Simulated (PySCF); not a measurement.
Computed shifts of a molecule C₆H₄N₂, HF/pcSseg-1 (PySCF), GIAO, gas phase, equivalent atoms averaged, in ppm (number of nuclei): ¹³C: 176.0 (2), 170.7 (1), 119.8 (1), 96.9 (1), 74.3 (1). ¹⁵N: 326.6 (2). ¹H: 9.62 (1), 9.45 (2), 4.29 (1). References: ¹³C against TMS (σ = 192.6 ppm); ¹⁵N against NH3 (σ = 267.3 ppm); ¹H against TMS (σ = 31.99 ppm), references at their B3LYP-D3(BJ)/def2-TZVP geometries, non-relativistic. Geometry optimised at PBE0-D3(BJ)/def2-SVP. The values are those of a single conformer.

**Question.** Identify the compound among the candidates.
(A) C#Cc1cncnc1
(B) N#Cc1cccnc1
(C) N#Cc1ccncc1
(D) N#Cc1ccccn1

**Answer.** A, C#Cc1cncnc1
